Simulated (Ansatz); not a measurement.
Ideal-gas functions of CH4ClFSi (`C[SiH](F)Cl`) at 500 K and 1 bar, from an Ansatz frequency run at PBE0-D4/def2-TZVP.

Molar mass 98.58 g/mol, point group C1 (symmetry number 1), electronic degeneracy 1, moments of inertia 81.927, 152.302, 209.73 u Å². Harmonic wavenumbers (cm⁻¹, unscaled): 153, 192, 242, 287, 537, 683, 738, 773, 845, 891, 933, 1283, 1441, 1442, 2269, 3055, 3143, 3148.

Use S(trans) = R[1.5 ln M + 2.5 ln T − 1.1517]; rotational temperatures θ = 24.2544 K / I; S(rot) = R[ln(√π/σ · √(T³/θAθBθC)) + 1.5]; for each mode x = 1.438777 ν̃/T, S = R[x/(eˣ − 1) − ln(1 − e⁻ˣ)] and H = RT x/(eˣ − 1); 1 cm⁻¹ = 0.0119627 kJ/mol; R = 8.31446 J/(mol·K).

**Question.** By hand: the entropy, in J/(mol·K).

**Answer.** Translation 176.9. Rotation: θ = 0.296, 0.1593, 0.1156 K, giving 116.4. Vibration, mode by mode: 15.20, 13.35, 11.49, 10.14, 5.48, 3.92, 3.46, 3.19, 2.71, 2.44, 2.22, 0.99, 0.69, 0.69, 0.09, 0.01, 0.01, 0.01, in all 76.1. Electronic 0.0. Sum 369.4 J/(mol·K).

**Question.** By hand: H − E and G − E in kJ/mol, counted from the electronic energy.

**Answer.** Zero-point energy ½ × 22055 × 0.0119627 = 131.9; thermal vibration 21.0; translation, rotation and pV give 4 RT = 16.6. H − E = 169.5 kJ/mol, and G − E = 169.5 − 500 × 369.4/1000 = -15.2 kJ/mol.

Vibration gives 21 % of the entropy. The sum counts one conformer and one mirror image; others add a mixing term.
